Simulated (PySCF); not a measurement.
Cl₂, charge +1, doublet, at a GFN2-xTB geometry (a state made from the parent by changing its charge; the spin is typed, not shown lowest). Base run: PySCF with PBE0/cc-pVTZ.

The PySCF input:
```python
from pyscf import gto, scf, dft

mol = gto.M(
    atom='''
Cl   -0.000000   -0.000000   -0.980432
Cl    0.000000    0.000000    0.980432
''',
    basis='cc-pvtz',
    charge=1,
    spin=1,
    verbose=4,
)

mf = dft.UKS(mol)
mf.xc = 'pbe0'
mf.kernel()
```

Variants of this job, named by their change:

```json
[
 {"change": "base", "ΔE vs base (mEh)": "0.000", "fitting functions": "-"},
 {"change": "auxbasis = even-tempered beta=1.6", "ΔE vs base (mEh)": "0.007", "fitting functions": "580"},
 {"change": "auxbasis = cc-pvdz-jkfit", "ΔE vs base (mEh)": "0.209", "fitting functions": "224"},
 {"change": "auxbasis = def2-tzvp-ri", "ΔE vs base (mEh)": "-46.560", "fitting functions": "226"},
 {"change": "auxbasis = even-tempered beta=2.0", "ΔE vs base (mEh)": "0.006", "fitting functions": "406"},
 {"change": "auxbasis = autoaux", "ΔE vs base (mEh)": "0.000", "fitting functions": "466"},
 {"change": "auxbasis = cc-pvtz-ri", "ΔE vs base (mEh)": "-19.897", "fitting functions": "244"},
 {"change": "auxbasis = def2-svp-ri", "ΔE vs base (mEh)": "-1144.9", "fitting functions": "124"},
 {"change": "auxbasis = def2-universal-jkfit", "ΔE vs base (mEh)": "0.009", "fitting functions": "256"},
 {"change": "exchange = seminumerical (SGX) (with mf = sgx.sgx_fit(mf, auxbasis='def2-universal-jfit'); with mf.with_df.dfj = True)", "ΔE vs base (mEh)": "-0.086", "fitting functions": "102"}
]
```

A fitting set is made for a task (jfit for Coulomb, jkfit for Coulomb and exchange, ri for correlation) and for a family of orbital bases.

Open shells are given as the SCF converged; they aren't shown to be the lowest states, and a large step between rows can be another state.
